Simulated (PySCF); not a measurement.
SMILES [OH][Ge]([OH])([OH])[O][SiH3], singlet, PBE0/def2-SVP optimised geometry.

```
12

O     -1.39     0.61     0.00
Ge    -0.63    -0.97     0.00
O     -1.13    -1.79     1.46
O      1.13    -0.97     0.00
O     -1.15    -1.73    -1.49
Si    -2.50    -1.57    -2.45
H     -1.49     0.97     0.89
H     -0.51    -2.47     1.73
H      1.49    -0.93    -0.89
H     -2.56    -2.77    -3.33
H     -3.74    -1.51    -1.61
H     -2.42    -0.34    -3.29
```

Density from PBE0/def2-TZVP run with PySCF at that geometry.

Minimum of the electron density along straight lines between bonded atoms, close to the bond critical point (lines longer than 1.1 times the sum of covalent radii, or with two minima, are not listed):

```json
[
 {"bond": "O1–Ge2", "length / Å": "1.753", "ρ at the minimum / e bohr⁻³": "0.153", "∇²ρ there / e bohr⁻⁵": "0.70", "position (fraction from the first atom)": "0.53"},
 {"bond": "Ge2–O3", "length / Å": "1.752", "ρ at the minimum / e bohr⁻³": "0.154", "∇²ρ there / e bohr⁻⁵": "0.71", "position (fraction from the first atom)": "0.47"},
 {"bond": "Ge2–O4", "length / Å": "1.755", "ρ at the minimum / e bohr⁻³": "0.153", "∇²ρ there / e bohr⁻⁵": "0.70", "position (fraction from the first atom)": "0.47"},
 {"bond": "Ge2–O5", "length / Å": "1.750", "ρ at the minimum / e bohr⁻³": "0.150", "∇²ρ there / e bohr⁻⁵": "0.73", "position (fraction from the first atom)": "0.48"},
 {"bond": "O5–Si6", "length / Å": "1.670", "ρ at the minimum / e bohr⁻³": "0.128", "∇²ρ there / e bohr⁻⁵": "0.74", "position (fraction from the first atom)": "0.59"},
 {"bond": "O1–H7", "length / Å": "0.964", "ρ at the minimum / e bohr⁻³": "0.354", "∇²ρ there / e bohr⁻⁵": "-2.40", "position (fraction from the first atom)": "0.81"},
 {"bond": "O3–H8", "length / Å": "0.964", "ρ at the minimum / e bohr⁻³": "0.354", "∇²ρ there / e bohr⁻⁵": "-2.40", "position (fraction from the first atom)": "0.81"},
 {"bond": "O4–H9", "length / Å": "0.964", "ρ at the minimum / e bohr⁻³": "0.354", "∇²ρ there / e bohr⁻⁵": "-2.40", "position (fraction from the first atom)": "0.81"},
 {"bond": "Si6–H10", "length / Å": "1.491", "ρ at the minimum / e bohr⁻³": "0.122", "∇²ρ there / e bohr⁻⁵": "0.14", "position (fraction from the first atom)": "0.49"},
 {"bond": "Si6–H11", "length / Å": "1.494", "ρ at the minimum / e bohr⁻³": "0.121", "∇²ρ there / e bohr⁻⁵": "0.14", "position (fraction from the first atom)": "0.49"},
 {"bond": "Si6–H12", "length / Å": "1.493", "ρ at the minimum / e bohr⁻³": "0.122", "∇²ρ there / e bohr⁻⁵": "0.14", "position (fraction from the first atom)": "0.49"}
]
```
